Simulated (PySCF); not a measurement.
An unknown is described by computed data only.

Elements present: C, F, H, N and P. Monoisotopic mass: 179.0112 u.

* Rotational structure: rotational constants A, B, C: 2.214, 0.571, 0.494 GHz [GFN2-xTB]
* NMR, other nuclei: isotropic shieldings of nuclei other than C and H, by class: -99 (1 N), 249 (3 F), 102 (1 P) ppm [GIAO PBE0/pcSseg-1]
* 1H NMR: chemical shifts (computed TMS as zero) by class: 10.07 (1 H), 9.31 (1 H), 3.34 (3 H) ppm [GIAO PBE0/pcSseg-1]
* 13C NMR: chemical shifts (computed TMS as zero) by class: 208.9 (1 C), 176.5 (1 C), 148.7 (1 C), 133.6 (1 C), 128.1 (1 C), 34.6 (1 C) ppm [GIAO PBE0/pcSseg-1]
* Dipole: 1.92 D [PBE0/pcSseg-1]

Gas-phase values; electronic properties from PySCF, density fitting. Levels stand in brackets. Isolated species at its GFN2-xTB geometry, gas phase. NMR classes are plain means over equivalent atoms (diastereotopic ones count apart unless rotation or inversion swaps them), as if these changed places fast.

Problem. Which formula fits the mass and the elements?

Solution. C6H5F3NP (calculated 179.0112). No other formula that holds each of these elements comes within 0.0003 u with a fitting electron parity and a possible valence count.

Problem. What is the compound? Reason from the data.

Solution. Numbering: `[CH3:1][c:2]1[n:3][cH:4][c:5]([C:6]([F:7])([F:8])[F:9])[cH:10][p:11]1`. 6 carbons fall into 6 classes; from least to most shielded: substituted aromatic carbon [C2] (208.9 ppm), aromatic CH carbon [C10] (176.5 ppm), aromatic CH next to a ring nitrogen [C4] (148.7 ppm), CF3 carbon [C6] (133.6 ppm), substituted aromatic carbon [C5] (128.1 ppm), benzylic-type carbon [C1] (34.6 ppm). Hydrogen classes from least to most shielded: 1 H on an aromatic CH carbon, C10 (10.07 ppm), 1 H on an aromatic CH next to a ring nitrogen, C4 (9.31 ppm), 3 H on a benzylic-type carbon, C1 (3.34 ppm). The other shieldings belong to: -99 ppm, pyridine-type nitrogen [N3]; 249 ppm, fluorine of a CF3 group [F7/F8/F9]; 102 ppm, phosphorus bonded to 2 C [P11]. The optimised geometry has point group C1 and is an asymmetric top. Structure: `Cc1ncc(C(F)(F)F)cp1`. Computed isomers that give other values at the same levels: `Cc1cpc(C(F)(F)F)cn1` (13C chemical shifts (computed TMS as zero) by class: 168.4 (1 C), 158.0 (1 C), 157.3 (1 C), 155.1 (1 C), 135.3 (1 C), 30.5 (1 C) ppm); `Cc1pccnc1C(F)(F)F` (13C chemical shifts (computed TMS as zero) by class: 173.4 (1 C), 161.9 (1 C), 153.7 (1 C), 153.3 (1 C), 132.0 (1 C), 24.5 (1 C) ppm); `Cc1cc(C(F)(F)F)ncp1` (13C chemical shifts (computed TMS as zero) by class: 194.5 (1 C), 191.4 (1 C), 152.7 (1 C), 132.8 (1 C), 129.0 (1 C), 28.3 (1 C) ppm). The assignments are read from this structure; whether some other isomer fits the data as well wasn't checked.

Shape of the structure used: `[CH3:1][c:2]1[n:3][cH:4][c:5]([C:6]([F:7])([F:8])[F:9])[cH:10][p:11]1`: C4–C5–C6–F7 -105°.
